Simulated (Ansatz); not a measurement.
Cost and result up the ladder for Sn4H2 (6 atoms). The state is a singlet with charge 0. Geometry: PBE0-D4/def2-SVP.

| atom | x (Å) | y (Å) | z (Å) |
| --- | --- | --- | --- |
| Sn1 | -1.8853 | 0.8206 | -1.8465 |
| Sn2 | 0.5978 | -0.5418 | -1.3844 |
| Sn3 | -1.3573 | 0.0006 | 0.8528 |
| Sn4 | 1.0774 | -1.5527 | 1.3161 |
| H5 | 1.9430 | -0.0503 | 1.7099 |
| H6 | -0.3757 | 1.3236 | -0.6479 |

Ansatz on 4 threads of Arm Neoverse V1 on a shared host. Times are rough, and most runs start from the orbitals of an earlier one. PBE0-D4/def2-TZVP serves as the yardstick here, not as an exact answer. Differences are given only for rows in sets of like size (and for xTB, whose basis is part of the method), since another set adds its own error. Binding counts from free atoms at the same level (Sn triplet, H doublet; other spins of the atoms weren't run), without zero-point energy or a counterpoise term.

In the def2 sets Sn takes a core potential; there is no spin–orbit coupling. HSE06 is defined as in plane-wave codes, on full-range PBE exchange. Correlated methods freeze 16 core orbitals; core or outer-core shells of Sn are correlated, in sets that lack core-valence functions. The rows differ in basis, and correlated rows in double-zeta sets carry the largest basis error. The structure comes from a short search, and lower isomers may exist.

Correlated methods converge slowly with the basis, most of all in double-zeta sets.

```
                         level  functions  wall time  binding energy per atom (eV)  difference from PBE0-D4/def2-TZVP (eV)
               PBE-D4/def2-SVP        114      1.4 s                          2.26                                       –
         LDA (SPW92)/def2-TZVP        212      1.5 s                          2.68                                    0.50
              PBE0-D4/def2-SVP        114      2.5 s                          2.16                                       –
PBE-D4/def2-TZVP (with forces)        212      3.2 s                          2.28                                    0.09
            HSE06-D4/def2-TZVP        212      5.5 s                          2.18                                    0.00
                 MP2/def2-TZVP        212      5.5 s                          2.13                                   -0.05
           r2SCAN-D4/def2-TZVP        212        6 s                          2.20                                    0.02
             PBE0-D4/def2-TZVP        212      6.5 s                          2.18                                    0.00
              CCSD(T)/def2-SVP        114       21 s                          1.90                                       –
```
